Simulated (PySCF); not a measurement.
InCl2, SMILES [Cl][In+][Cl], charge +1.

Geometry: r2SCAN-D4/def2-TZVP. The spin state was assumed, not searched. The isomer is the one that the SMILES or the coordinates give; other isomers of the formula were not compared. The def2 effective core potentials stand for the cores of In; spin–orbit coupling is left out.

All values below come from r2SCAN-D4/def2-TZVP (PySCF).

Frequencies are harmonic and unscaled.

Modes within 1.5 cm⁻¹ of each other (mostly degenerate sets) share a row, with their intensities summed.

Computed harmonic wavenumbers and intensities:
```csv
mode,ν (cm⁻¹),IR (km/mol),Raman (Å⁴/amu),depolarisation,moving atoms (share of kinetic energy)
1–2,92,12.3,0.0,–,"Cl 62 %, In 38 %"
3,382,0.0,34.7,0.22,Cl 100 %
4,500,41.6,0.0,–,"Cl 62 %, In 38 %"
```
